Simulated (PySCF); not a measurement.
Species: C2H5BrOSi.
SMILES with atom numbers: `[SiH3:1][O:2]/[CH:3]=[CH:4]\[Br:5]` (hydrogens: H6, H7, H8 on Si1; H9 on C3; H10 on C4)

Method used: PySCF, PBE0-D3(BJ)/def2-SVP geometry optimisation, gas phase.

Question: Give the optimised bond lengths and angles.

Answer: 
```tsv
bond	length (Å)	order
Si1–O2	1.687	single
O2–C3	1.330	single
C3=C4	1.338	double
C4–Br5	1.878	single
Si1–H6, Si1–H7, Si1–H8	1.488	single
C3–H9	1.097	single
C4–H10	1.089	single
```

Bonds in one row agree within 0.01 Å and their mean is given. Orders are formal, as drawn. A selection of angles:
```tsv
angle	degrees
O2–Si1–H6	102.9
O2–Si1–H7	111.9
H6–Si1–H7	109.4
H7–Si1–H8	111.4
Si1–O2–C3	137.3
O2–C3–C4	129.8
O2–C3–H9	112.8
C4–C3–H9	117.4
C3–C4–Br5	124.4
C3–C4–H10	120.8
Br5–C4–H10	114.7
```

Torsions: Si1–O2–C3–C4 16° (synperiplanar); O2–C3–C4–Br5 0° (synperiplanar). The mirror-image conformer, all signs reversed, is as good.

Of the pairs four or more bonds apart, Si1···Br5 is among the closest relative to their van der Waals radii: 3.41 Å, 86 % of the sum of Bondi's values. Si1 (oxygen-bound silicon) is distorted tetrahedral (angles from 102.9° to 111.9°).

PBE0-D3(BJ)/def2-SVP frequencies: not computed here. One conformer, not necessarily the lowest.

Time: 42 s wall; peak memory 0.50 GiB. Hardware: one thread, Arm Neoverse V2 (aarch64), shared host. These figures are those of the optimisation.
